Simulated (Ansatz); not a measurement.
Ga₁₃P₁₃H₃₀, a nanocrystal cut from zinc blende GaP (hydrogen-capped). The state is a singlet with charge 0. Geometry PBE-D4/def2-SVP.

Cartesian coordinates in Å:
```
Ga -1.274 -0.582 -2.696
Ga -0.369 3.370 -2.454
Ga -4.103 2.236 -2.034
Ga -2.904 -0.388 0.804
Ga -1.968 3.560 0.982
Ga 2.607 0.486 -3.238
Ga 1.602 -3.299 -3.538
Ga -0.176 -3.032 0.086
Ga 3.684 -1.919 -0.507
Ga 0.777 0.714 0.322
Ga -0.771 0.887 4.016
Ga 1.906 -1.708 3.311
Ga -1.806 -2.893 3.787
P -1.937 1.698 -3.002
P 0.842 -0.996 -3.734
P 1.684 2.695 -3.525
P -0.863 -0.793 -0.358
P 0.047 2.928 -0.140
P -3.468 1.879 0.287
P -2.349 -0.617 3.121
P -1.491 3.073 3.295
P 2.789 0.270 -0.863
P 1.874 -3.298 -1.120
P 0.213 -3.101 2.446
P 3.823 -2.078 1.895
P 1.150 0.465 2.657
H -2.377 -1.577 -3.222
H -0.704 4.877 -2.761
H -5.125 1.105 -2.447
H -4.348 3.786 -2.234
H -4.059 -1.377 0.389
H -2.355 5.073 0.785
H 3.979 0.337 -3.994
H 0.395 -4.251 -3.899
H 3.043 -3.388 -4.186
H -1.244 -4.104 -0.353
H 5.091 -2.144 -1.177
H -0.470 0.866 5.561
H 2.292 -1.812 4.834
H -2.901 -3.860 3.186
H -1.373 -2.860 5.308
H -2.106 1.860 -4.416
H 0.627 -0.790 -5.136
H 1.534 2.921 -4.930
H 2.699 3.675 -3.280
H 1.075 3.831 0.288
H -4.650 2.162 1.048
H -3.550 -0.294 3.835
H -2.650 3.421 4.059
H -0.607 4.068 3.823
H 3.777 1.211 -0.424
H 2.340 -4.614 -0.794
H 0.708 -4.420 2.713
H 4.354 -3.368 2.214
H 4.925 -1.294 2.365
H 2.162 1.403 3.044
```

Single mean-field runs in def2-SVP, def2-TZVP are fitted with def2-universal-jkfit.

Question: Estimate the orbital energies around the gap (eV) in Ansatz with PBE-D4/def2-SVP, PBE-D4/def2-TZVP, r2SCAN-D4/def2-TZVP, PBE0-D4/def2-SVP, PBE0-D4/def2-TZVP.

Answer: 
```csv
orbital,PBE-D4/def2-SVP,PBE-D4/def2-TZVP,r2SCAN-D4/def2-TZVP,PBE0-D4/def2-SVP,PBE0-D4/def2-TZVP
HOMO−5,-6.31,-6.36,-6.62,-7.38,-7.40
HOMO−4,-6.31,-6.36,-6.62,-7.38,-7.40
HOMO−3,-6.25,-6.31,-6.57,-7.32,-7.35
HOMO−2,-6.12,-6.15,-6.39,-7.13,-7.12
HOMO−1,-5.93,-5.97,-6.21,-6.94,-6.95
HOMO,-5.93,-5.97,-6.21,-6.94,-6.95
LUMO,-2.04,-2.19,-2.05,-1.35,-1.47
LUMO+1,-1.81,-2.07,-1.93,-1.10,-1.35
LUMO+2,-1.74,-1.93,-1.78,-1.01,-1.21
LUMO+3,-1.66,-1.93,-1.78,-1.01,-1.21
LUMO+4,-1.66,-1.93,-1.74,-1.01,-1.18
LUMO+5,-1.53,-1.82,-1.67,-0.78,-1.12
```
